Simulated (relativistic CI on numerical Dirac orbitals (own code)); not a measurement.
Ni4+ in a cubic cluster: 3s photoemission with charge transfer

Computed with a charge-transfer multiplet model of a cubic metal-ligand cluster with up to 2 ligand holes, Slater and spin-orbit integrals from Dirac-Coulomb-Breit ions, Slater integrals scaled by 0.8. The parameters are those of a tetrahedral site (10Dq negative, t2 hopping the larger). The ground state mixes d6 with configurations of k ligand holes L, whose averages lie at kΔ + k(k − 1)U_dd/2; a core hole lowers each added d electron by U_cd. 20 K, Lorentzian 1.4 eV and Gaussian 0.8 eV FWHM.

Atomic integrals in eV (Slater integrals scaled, ζ unscaled), ground: F2dd 11.354, F4dd 7.124, zeta_d 0.099; with the core hole: F2dd 12.087, F4dd 7.618, zeta_d 0.110, G2cd 11.654.

Cluster parameters (eV): Δ = 1.4, U_dd = 6.9, 10Dq = -0.25, 10Dq(ligand) = 0, V(eg) = 0.85, V(t2g) = -1.44, final-state hopping factor = 1.

| Case | n_d | d6 | d7L | d8L2 | S |
| --- | --- | --- | --- | --- | --- |
| U_cd = 6.2 eV | 6.28 | 0.73 | 0.26 | 0.01 | 2.00 |
| U_cd = 7.4 eV | 6.28 | 0.73 | 0.26 | 0.01 | 2.00 |
| U_cd = 8 eV | 6.28 | 0.73 | 0.26 | 0.01 | 2.00 |
| U_cd = 9.2 eV | 6.28 | 0.73 | 0.26 | 0.01 | 2.00 |
| U_cd = 9.8 eV | 6.28 | 0.73 | 0.26 | 0.01 | 2.00 |

Weights, n_d and S are thermal averages at 20 K. Binding energies count from the first peak over 30 % of the highest in each spectrum, which can be another peak from case to case. The parameters are a model scan and need not match a compound or its usual spin state. Peaks in eV (height, largest 100):
- U_cd = 6.2 eV: 0.0 (100), 3.8 (21), 5.6 (33), 9.7 (39), 15.2 (23), 16.5 (21)
- U_cd = 7.4 eV: 0.0 (100), 3.8 (21), 5.9 (51), 9.4 (44), 14.5 (20), 16.3 (24), 18.8 (25)
- U_cd = 8 eV: 0.0 (100), 6.0 (53), 9.2 (49), 14.1 (20), 16.1 (24), 19.2 (33)
- U_cd = 9.2 eV: 0.0 (100), 5.8 (47), 7.5 (62), 9.1 (66), 13.6 (22), 15.6 (26), 20.3 (52)
- U_cd = 9.8 eV: 0.0 (100), 5.5 (44), 7.5 (65), 9.7 (68), 13.7 (25), 15.6 (29), 20.9 (61)

For the case U_cd = 8 eV, Δ = 1.4 eV is smaller than U_dd = 6.9 eV, the charge-transfer side of the Zaanen-Sawatzky-Allen scheme. With the core hole the configuration with one ligand hole lies at Δ − U_cd = -4.8, -6.0, -6.6, -7.8, -8.4 eV from the one without, in the order of the table; where this is negative the screened configuration lies lower.

With at most 2 ligand holes the space is cut while the next configuration still counts, so covalency is underestimated, and a final configuration with one more ligand hole, which can lie low, is missing from the spectra.

Without intra-shell correlation the exchange splitting of the 3s hole comes out too large.
